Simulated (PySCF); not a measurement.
A geometry optimisation on `C[O][GeH2][O]C`.

Computed with PBE0-D3(BJ)/def2-SVP geometry optimisation, gas phase (PySCF 2.14.0). Start geometry: GFN2-xTB. The command runs a driver script over a list of jobs; the input below is this job's line of settings and its coordinates in Å.

Command:
```bash
OMP_NUM_THREADS=1 python probes_run.py task.json out
```

Input:
```
{"job": {"xc": "PBE0", "basis": "def2-SVP", "d3": "d3bj", "grid": 1, "shake": 0.01, "kind": "geom"}, "charge": 0, "multiplicity": 1}
C     -1.953200     0.581520    -0.887160
O     -1.260810    -0.613010    -0.875620
Ge    -0.160200    -1.170340     0.350680
O      1.210450    -0.027800     0.572660
C      2.091930     0.410290    -0.410490
H     -1.331170     1.471380    -0.697340
H     -2.399910     0.706440    -1.886590
H     -2.760930     0.603820    -0.155550
H     -0.679540    -1.147630     1.776160
H      0.243810    -2.474500    -0.256750
H      2.632840     1.252860     0.043100
H      2.809160    -0.371220    -0.655480
H      1.563380     0.761340    -1.320910
```

Output:
```
step   0  E = -2307.52950332  max force = 0.021304
step   1  E = -2307.53430990  max force = 0.004293
step   2  E = -2307.53480041  max force = 0.001608
step   3  E = -2307.53499369  max force = 0.002128
step   4  E = -2307.53503508  max force = 0.001010
step   5  E = -2307.53506562  max force = 0.000558
step   6  E = -2307.53508700  max force = 0.001361
step   7  E = -2307.53511336  max force = 0.001933
step   8  E = -2307.53514259  max force = 0.001811
step   9  E = -2307.53516742  max force = 0.000799
step  10  E = -2307.53517234  max force = 0.000171
optimisation converged
```

Energies in Eh; «max force» is the largest Cartesian gradient component in Eh/bohr.

Question: Give the first gradient maximum in eV/Å.

Answer: With 1 Eh/bohr = 51.422 eV/Å, 1.095 eV/Å.

In short: final energy -2307.53517 Eh after 10 steps; dipole 0.09 D.

On one thread, Arm Neoverse V1 (aarch64), no GPU, shared host with 32 logical CPUs at a one-minute load of 26, this took 1.7 min wall and 0.54 GiB of memory at its peak.
Labels such as C1 count atoms from 1, the log's own numbers from 0.
